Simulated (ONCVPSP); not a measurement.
An all-electron radial function and its pseudo partner (C)

Columns: radius, all-electron u(r) and pseudo u(r) of the 2s shell (level -40.38 eV) of carbon in the configuration [He] 2s2; PBE, scalar-relativistic, ONCV scheme, ONCVPSP 4.0.1.

| r (bohr) | all-electron | pseudo |
| --- | --- | --- |
| 0.042 | -0.2350 | 0.0252 |
| 0.085 | -0.3603 | 0.0511 |
| 0.128 | -0.4036 | 0.0780 |
| 0.170 | -0.3911 | 0.1060 |
| 0.212 | -0.3418 | 0.1366 |
| 0.255 | -0.2663 | 0.1708 |
| 0.298 | -0.1754 | 0.2078 |
| 0.340 | -0.0786 | 0.2465 |
| 0.382 | 0.0213 | 0.2876 |
| 0.425 | 0.1228 | 0.3328 |
| 0.467 | 0.2189 | 0.3798 |
| 0.510 | 0.3122 | 0.4302 |
| 0.552 | 0.3971 | 0.4804 |
| 0.595 | 0.4771 | 0.5314 |
| 0.638 | 0.5496 | 0.5814 |
| 0.680 | 0.6134 | 0.6294 |
| 0.722 | 0.6702 | 0.6764 |
| 0.765 | 0.7212 | 0.7227 |
| 0.807 | 0.7641 | 0.7643 |
| 0.850 | 0.8013 | 0.8013 |
| 0.892 | 0.8312 | 0.8312 |
| 0.935 | 0.8557 | 0.8557 |
| 0.977 | 0.8740 | 0.8740 |
| 1.020 | 0.8874 | 0.8874 |
| 1.062 | 0.8957 | 0.8957 |
| 1.105 | 0.8997 | 0.8997 |

Problem. How many radial nodes do the two functions have?

Solution. The all-electron 2s function has n − l − 1 = 1; the pseudo-wave has 0, since the states of the same l below it are removed with the core.

Problem. At about which radius was the pseudo-wave matched?

Solution. 0.85 bohr, where the columns begin to agree (steps of 0.04 bohr).

Problem. Is the pseudo-wave norm-conserving?

Solution. Yes: the ONCV scheme keeps the norm inside the radius equal to the all-electron one, which fixes the energy derivative of the logarithmic derivative at the level.
